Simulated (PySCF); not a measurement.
Si(Cl)(H)(SMe)2 (C2H7ClS2Si), SMILES [SiH](SC)(Cl)SC.

The structure is a stationary point at PBE-D3(BJ)/def2-SVP. Other conformers were not sampled.

The numbers are results of HF/def2-TZVP (PySCF), not measurements.

```json
{
  "total_energy": "-1623.48950 hartree",
  "highest_occupied_level": "-10.00 eV",
  "lowest_empty_level": "3.00 eV",
  "orbital_gap": "12.99 eV",
  "dipole_moment": "3.19 D",
  "quadrupole, principal values (traceless, Buckingham form, about the centre of nuclear charge)": "-6.86, -1.67, 8.52 D·Å",
  "mean_static_polarisability": "95.7 bohr³ (14.18 Å³)",
  "polarisability_principal_values": "76.4, 98.8, 111.8 bohr³"
}
```
